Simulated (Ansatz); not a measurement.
Relaxation of CH3FSn (6 atoms, charge 0, multiplicity 1), to a largest force component of 0.015 eV/Å in at most 40 steps.

Level of theory: Ansatz 0.2.0, RKS BHLYP/def2-SVP.

```xyz
6
Properties=species:S:1:pos:R:3
C -0.385 0.412 -0.314
Sn 0.305 -0.638 1.362
F 1.728 -1.792 0.780
H -0.731 -0.244 -1.095
H 0.386 1.064 -0.775
H -1.263 1.135 -0.004
```

Q: Where does it end, and by what steps?

A: The forces met the threshold. After 5 steps the energy has fallen by 0.333 eV; F3 moved furthest, 0.29 Å.

```csv
step,energy less start (eV),largest force component (eV/Å),accepted
0,0.0000,2.635,yes
1,-0.2525,0.854,yes
2,-0.3176,0.375,yes
3,-0.3276,0.113,yes
4,-0.3323,0.063,yes
5,-0.3332,0.014,yes
```

```xyz
6
Properties=species:S:1:pos:R:3
C -0.390 0.423 -0.286
Sn 0.261 -0.626 1.524
F 1.624 -1.639 0.557
H -0.687 -0.315 -1.039
H 0.456 0.984 -0.696
H -1.223 1.109 -0.107
```

Run time: 18 s on 1 thread of Intel(R) Xeon(R) CPU @ 2.80GHz (Skylake/Cascade Lake), on a shared host, peak memory 0.16 GiB.
